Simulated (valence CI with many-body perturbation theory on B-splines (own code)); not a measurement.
## F IV: electric-dipole lines

Method: relativistic CI+MBPT: four valence electrons over a frozen Dirac-Fock core [He], a basis of 11 s, 11 p, 10 d, 8 f, 5 g, 2 h functions for each j, with the one-electron correlation potential Σ1 (screened to all orders), the two-electron term Σ2, the three-electron term Σ3, Breit, model QED; selected single and double excitations, second order for the rest, scaled by the run's own slope (own B-spline code, finite nucleus).

Against 48 measured levels this calculation errs by 141 cm⁻¹ on average and by 849 at most. These come from a selection out of Moore, Atomic Energy Levels, vol. I, NSRDS-NBS 35 (1971 reprint of NBS Circular 467, 1949), an old analysis. Levels without a partner in it may be off by more. Among the levels kept, up to 2200 cm⁻¹ of a level comes from second order outside the variational space, and about a tenth of that is noise between levels of different J, which matters for small intervals. 1 measured level below the end of the list, from 492395 cm⁻¹ on, found no clear computed partner, and computed levels of the same name lie up to 459 cm⁻¹ from them.

Lines 251 to 300 of 560 in falling wavelength, among levels below 80.308 eV, chosen from the strongest by gf and those to the six lowest levels. Wavelengths and rates use the calculated energies, so an error of 100 cm⁻¹ moves a line at 2314 Å by 0.23 % and its rate by three times that or more. Electric multipoles are in the length gauge, E1 and E2 with the static RPA response of the core. Weak lines are less certain than strong ones. Lines between different terms over intervals too small for the method are left out, as are lines whose strength nearly cancels. Where a level lies close to another of its J and parity, the split of strength between their lines is uncertain. The highest levels of a list are the least certain.

Names give the largest LS component (configuration and term), which can be under half, so a name can repeat, a term be missing and a line seem to break the LS rules; names also repeat where a configuration has a term twice. Letters in brackets count levels of one name in rising energy.

| λ vac (Å) | λ from measured levels | Upper | Lower | A (s⁻¹) | S (a.u.) with core polarisation | S without |
| --- | --- | --- | --- | --- | --- | --- |
| 2431 |  | 2s²2p3d ³F°_2 | 2s²2p3p ³D_1 | 1.36e+08 | 4.82e+00 | 4.82e+00 |
| 2428 |  | 2s²2p5g ³G°_5 [b] | 2s²2p4f ³F_4 | 2.22e+08 | 1.73e+01 | 1.73e+01 |
| 2426 |  | 2s²2p5g ³H°_4 [b] | 2s²2p4f ³F_3 | 1.63e+08 | 1.03e+01 | 1.03e+01 |
| 2423 |  | 2s²2p5g ³F°_4 [b] | 2s²2p4f ³F_4 | 6.88e+07 | 4.35e+00 | 4.35e+00 |
| 2421 |  | 2s²2p5g ³G°_3 [b] | 2s²2p4f ³F_3 | 6.76e+07 | 3.31e+00 | 3.31e+00 |
| 2418 |  | 2s²2p5g ³G°_3 [b] | 2s²2p4f ³F_2 | 1.21e+08 | 5.89e+00 | 5.89e+00 |
| 2415 |  | 2s²2p5g ³F°_4 [b] | 2s²2p4f ¹F_3 | 1.19e+08 | 7.45e+00 | 7.45e+00 |
| 2406 |  | 2s²2p5g ³F°_3 | 2s²2p4f ¹F_3 | 3.97e+07 | 1.91e+00 | 1.91e+00 |
| 2351 |  | 2s²2p5f ³G_4 | 2s²2p4d ³D°_3 | 2.13e+08 | 1.23e+01 | 1.23e+01 |
| 2338 |  | 2s²2p5f ³F_3 | 2s²2p4d ³D°_2 | 3.17e+08 | 1.40e+01 | 1.40e+01 |
| 2336 |  | 2s²2p5f ³F_2 | 2s²2p4d ³D°_2 | 5.92e+07 | 1.86e+00 | 1.86e+00 |
| 2334 |  | 2s2p²3d ⁵D_4 | 2s2p²3p ⁵D°_4 | 7.41e+07 | 4.18e+00 | 4.18e+00 |
| 2331 |  | 2s²2p5f ³D_2 | 2s²2p4d ³P°_1 | 2.60e+08 | 8.12e+00 | 8.12e+00 |
| 2330 |  | 2s²2p5f ³F_2 | 2s²2p4d ³D°_1 | 5.08e+08 | 1.59e+01 | 1.59e+01 |
| 2327 |  | 2s²2p5f ³D_3 | 2s²2p4d ³P°_2 | 4.67e+08 | 2.03e+01 | 2.03e+01 |
| 2325 |  | 2s2p²3d ⁵D_3 | 2s2p²3p ⁵D°_3 | 4.40e+07 | 1.91e+00 | 1.91e+00 |
| 2324 |  | 2s²2p5f ³D_1 | 2s²2p4d ³P°_0 | 2.98e+08 | 5.54e+00 | 5.54e+00 |
| 2324 |  | 2s²2p5f ³D_2 | 2s²2p4d ³P°_2 | 1.21e+08 | 3.74e+00 | 3.74e+00 |
| 2320 |  | 2s²2p5f ³D_1 | 2s²2p4d ³P°_1 | 2.71e+08 | 5.01e+00 | 5.01e+00 |
| 2320 |  | 2s²2p5f ³F_4 | 2s²2p4d ³D°_3 | 3.54e+08 | 1.96e+01 | 1.96e+01 |
| 2317 |  | 2s²2p5f ¹D_2 | 2s²2p4d ³P°_1 | 1.15e+08 | 3.52e+00 | 3.52e+00 |
| 2314 | 2313 | 2s²2p3p ³P_1 | 2s²2p3s ³P°_2 | 1.36e+08 | 2.49e+00 | 2.49e+00 |
| 2310 |  | 2s²2p5f ¹F_3 | 2s²2p4d ³D°_2 | 1.95e+08 | 8.31e+00 | 8.31e+00 |
| 2309 |  | 2s²2p5f ¹D_2 | 2s²2p4d ³P°_2 | 7.86e+07 | 2.39e+00 | 2.39e+00 |
| 2300 |  | 2s²2p3p ³P_2 | 2s²2p3s ³P°_2 | 2.21e+08 | 6.64e+00 | 6.64e+00 |
| 2294 |  | 2s²2p3d ³P°_2 | 2s²2p3p ³S_1 | 2.13e+08 | 6.36e+00 | 6.36e+00 |
| 2293 |  | 2s²2p5f ³D_3 | 2s²2p4d ³D°_3 | 1.22e+08 | 5.09e+00 | 5.09e+00 |
| 2284 |  | 2s²2p3d ³P°_1 | 2s²2p3p ³S_1 | 1.98e+08 | 3.49e+00 | 3.49e+00 |
| 2274 |  | 2s²2p3p ³P_2 | 2s²2p3s ³P°_1 | 6.95e+07 | 2.02e+00 | 2.02e+00 |
| 2270 |  | 2s2p²3p ³D°_3 [b] | 2s2p²3s ³D_3 | 1.58e+08 | 6.38e+00 | 6.38e+00 |
| 2263 |  | 2s2p²3d ³D_3 | 2s2p²3p ³D°_3 [a] | 9.14e+07 | 3.66e+00 | 3.66e+00 |
| 2261 |  | 2s2p²3p ³D°_2 [b] | 2s2p²3s ³D_2 | 1.19e+08 | 3.39e+00 | 3.39e+00 |
| 2255 |  | 2s2p²3p ³D°_1 [b] | 2s2p²3s ³D_1 | 1.26e+08 | 2.14e+00 | 2.14e+00 |
| 2255 |  | 2s2p²3d ³D_2 | 2s2p²3p ³D°_2 [a] | 6.83e+07 | 1.93e+00 | 1.93e+00 |
| 2248 |  | 2s²2p3d ¹D°_2 | 2s²2p3p ¹P_1 | 1.48e+08 | 4.16e+00 | 4.16e+00 |
| 2230 |  | 2s²2p5f ³F_3 | 2s²2p4d ¹D°_2 | 2.50e+08 | 9.56e+00 | 9.56e+00 |
| 2226 |  | 2s²2p5f ³G_4 | 2s²2p4d ³F°_3 | 3.90e+08 | 1.91e+01 | 1.91e+01 |
| 2225 |  | 2s²2p3d ³F°_2 | 2s²2p3p ¹P_1 | 1.04e+08 | 2.82e+00 | 2.82e+00 |
| 2216 |  | 2s²2p5f ³F_4 | 2s²2p4d ³F°_4 | 1.04e+08 | 5.03e+00 | 5.03e+00 |
| 2213 |  | 2s²2p5f ³G_3 | 2s²2p4d ³F°_2 | 5.49e+08 | 2.06e+01 | 2.06e+01 |
| 2213 |  | 2s²2p5f ³G_5 | 2s²2p4d ³F°_4 | 6.22e+08 | 3.66e+01 | 3.66e+01 |
| 2208 | 2212 | 2s²2p3d ³D°_3 | 2s²2p3p ³D_3 | 8.77e+07 | 3.26e+00 | 3.26e+00 |
| 2204 |  | 2s²2p5f ¹F_3 | 2s²2p4d ¹D°_2 | 3.13e+08 | 1.16e+01 | 1.16e+01 |
| 2198 |  | 2s²2p5f ¹F_3 | 2s²2p4d ³F°_3 | 5.79e+07 | 2.12e+00 | 2.12e+00 |
| 2198 |  | 2s²2p5f ³F_4 | 2s²2p4d ³F°_3 | 1.75e+08 | 8.26e+00 | 8.26e+00 |
| 2195 | 2198 | 2s²2p3d ³D°_2 | 2s²2p3p ³D_2 | 7.00e+07 | 1.83e+00 | 1.83e+00 |
| 2171 |  | 2s²2p3p ¹D_2 | 2s²2p3s ¹P°_1 | 3.65e+08 | 9.22e+00 | 9.22e+00 |
| 2118 |  | 2s²2p5d ¹F°_3 | 2s2p²3s ¹D_2 | 1.02e+08 | 3.35e+00 | 3.35e+00 |
| 1993 |  | 2s2p²3p ⁵S°_2 | 2s2p²3s ⁵P_3 | 2.45e+08 | 4.79e+00 | 4.79e+00 |
| 1980 |  | 2s2p²3p ⁵S°_2 | 2s2p²3s ⁵P_2 | 1.70e+08 | 3.26e+00 | 3.26e+00 |
